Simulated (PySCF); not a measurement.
# Beryllium: a sound run and one with changed settings

Sound run: Be⁺ [He] 2s1, Be²⁺ 1s2. Computed with PySCF 2.14 in def2-SVP (3s2p, 9 functions), with no relativity, point nucleus. The sound run starts from symmetry-adapted Hartree-Fock orbitals and uses a fine grid where one is needed.

Changed run: radial step 0.8 in ln r (0.13 in the sound run). This setting is unsound on purpose.

| species | method | sound run (hartree) | changed run (hartree) | converged |
| --- | --- | --- | --- | --- |
| Be⁺ | UHF | -14.26091 | -14.26091 | yes |
| Be⁺ | M06-L | -14.32047 | -14.34228 | yes |
| Be⁺ | PBE0 | -14.29020 | -14.29973 | yes |
| Be²⁺ | UHF | -13.60477 | -13.60477 | yes |
| Be²⁺ | M06-L | -13.67825 | -13.72230 | yes |
| Be²⁺ | PBE0 | -13.62096 | -13.62687 | yes |

Ionisation energy of Be⁺:

| method | sound run (eV) | changed run (eV) |
| --- | --- | --- |
| UHF | 17.855 | 17.855 |
| M06-L | 17.476 | 16.871 |
| PBE0 | 18.211 | 18.309 |

A coarse radial grid mis-integrates the density and the exchange-correlation energy, with errors of either sign; Hartree-Fock needs no grid.

For comparison, NIST gives 18.211 eV between the lowest levels.
